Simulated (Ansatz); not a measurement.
One change: `FC1=C(F)[SiH2]1` becomes `FC1=C(Cl)[SiH2]1`.

Ansatz, PBE0-D4/def2-TZVP geometries, multiplicity 1. 

```
                                      property  `FC1=C(F)[SiH2]1`
zero-point energy (PBE0-D4/def2-TZVP) / kJ/mol               86.3
         HOMO energy (ωB97M-V/def2-TZVPP) / eV             -10.11
       HOMO–LUMO gap (ωB97M-V/def2-TZVPP) / eV              11.23
             LUMO energy (PBE/def2-TZVPP) / eV              -1.49
            LUMO energy (PBE0/def2-TZVPP) / eV              -0.66
size of the dipole moment (PBE/def2-TZVPP) / D               1.43
```

(1) Give the same properties after the change, and the shifts. (Best estimate.)

Results:

(1) The calculation gave: 
```tsv
property	`FC1=C(Cl)[SiH2]1`	shift
zero-point energy (PBE0-D4/def2-TZVP) / kJ/mol	82.6	-3.7
HOMO energy (ωB97M-V/def2-TZVPP) / eV	-9.86	0.25
HOMO–LUMO gap (ωB97M-V/def2-TZVPP) / eV	10.86	-0.37
LUMO energy (PBE/def2-TZVPP) / eV	-1.64	-0.15
LUMO energy (PBE0/def2-TZVPP) / eV	-0.80	-0.14
size of the dipole moment (PBE/def2-TZVPP) / D	1.44	0.01
```

With PBE0 the HOMO rises by 0.19 eV and the LUMO falls by 0.14 eV, so the gap narrows by about 0.33 eV. PBE moves the HOMO by 0.11 eV and ωB97M-V by 0.25 eV. Dipoles are sizes alone; their direction can turn.
